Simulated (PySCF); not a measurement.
Protonation sites of 3-fluorobenzaldehyde

System: 3-fluorobenzaldehyde, `O=Cc1cccc(F)c1` (C7H5FO). Numbering: `[O:1]=[CH:2][c:3]1[cH:4][cH:5][cH:6][c:7]([F:8])[cH:9]1` These are map numbers, not IUPAC locants.

These are calculated values, ωB97X-D3(BJ)/def2-TZVP in PySCF (grid level 2) at geometries from PBE0-D3(BJ)/def2-SVP. Zero-point and thermal terms (298.15 K, 1 bar) come from unscaled PBE0-D3(BJ)/def2-SVP harmonic frequencies, with soft modes damped to free rotors in the entropy.

```csv
site,product,PA / eV,GB / eV,gas share
O1 (carbonyl oxygen),[OH+]=Cc1cccc(F)c1,8.58,8.25,> 99.9 %
C4 (aromatic carbon),O=CC1=CC(=[F+])C=CC1,7.78,7.48,< 0.1 %
C6 (aromatic carbon),O=CC1=CC(=[F+])CC=C1,7.60,7.30,< 0.1 %
C9 (aromatic carbon),O=CC1=CC=CC(=[F+])C1,7.58,7.28,< 0.1 %
```

PA is −ΔH and GB is −ΔG of B + H⁺ → BH⁺ in the gas phase. Shares are Boltzmann weights among the listed products; an error of 10 kJ/mol changes a ratio about 56-fold. Sites whose products fell apart, merged with another or lost in a GFN2-xTB screen aren't listed.

Among these, O1 (carbonyl oxygen) wins by 0.77 eV in gas-phase free energy over C4.

Measured values (NIST Chemistry WebBook, evaluated or the median of agreeing entries): proton affinity (−ΔH) 814 kJ/mol (computed 828, difference 13); gas-phase basicity (−ΔG) 782 kJ/mol (computed 796, difference 13). These are compared with the most favourable site that keeps the skeleton.

Known limits: the order of C6 and C9 is undecided: the gaps lie inside the method's error (some 10 kJ/mol, one structure a species); not every ring carbon need be listed, and shares count the listed sites alone.

Differences come from unrounded values, so a last digit can differ from that of the printed terms.
